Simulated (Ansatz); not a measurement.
Geometry optimisation, Ansatz, RHF/def2-SVP.

input.yaml

```yaml
crystal:
  periodic: [false, false, false]
  atoms:
    - { symbol: B, position_ang: [0.078937, -0.153108, -0.094583] }
    - { symbol: Cl, position_ang: [-0.044081, -0.918556, 1.572818] }
    - { symbol: "N", position_ang: [1.289699, -0.218455, -0.756856] }
    - { symbol: H, position_ang: [2.115142, -0.60854, -0.352526] }
    - { symbol: H, position_ang: [1.408216, 0.161517, -1.674955] }
    - { symbol: H, position_ang: [-0.913596, 0.284309, -0.58607] }
    - { symbol: S, position_ang: [0.029468, 2.64235, 1.253549] }
    - { symbol: H, position_ang: [1.198511, 2.694668, 1.895727] }
    - { symbol: H, position_ang: [-0.438195, 1.592615, 1.996096] }
basis:
  gaussian: { orbitals: def2-SVP }
hamiltonian:
  xc: hf
relax:
  f_tol: 0.03
  max_steps: 50
```

Launched with:

```bash
$ ansatz run input.yaml --threads 1 --pin off --max-ram 2048MiB --backend cpu --events-out ev --progress --plain --runs-dir out
```

Where does it end, and by what steps?

The run converged. After 9 steps the energy has fallen by 0.205 eV; S7 moved furthest, 0.69 Å.

| step | energy less start (eV) | largest force component (eV/Å) | accepted |
| --- | --- | --- | --- |
| 0 | 0.0000 | 0.918 | yes |
| 1 | -0.1295 | 0.511 | yes |
| 2 | -0.1748 | 0.374 | yes |
| 3 | -0.1988 | 0.129 | yes |
| 4 | -0.2025 | 0.085 | yes |
| 5 | -0.1988 | 0.447 | no |
| 6 | -0.2038 | 0.049 | yes |
| 7 | -0.2038 | 0.208 | yes |
| 8 | -0.2045 | 0.128 | yes |
| 9 | -0.2055 | 0.016 | yes |

```xyz
9
Properties=species:S:1:pos:R:3
B 0.096 -0.400 -0.252
Cl -0.026 -1.031 1.422
N 1.317 -0.413 -0.899
H 2.159 -0.752 -0.479
H 1.426 -0.067 -1.829
H -0.893 0.008 -0.777
S -0.071 3.149 1.716
H 1.182 3.013 2.156
H -0.465 1.968 2.194
```

Whether the end is a true minimum wasn't checked by a vibrational analysis.

Time of the run: 22 s on 1 thread of Arm Neoverse V2, with other jobs on the host, peak memory 0.16 GiB.
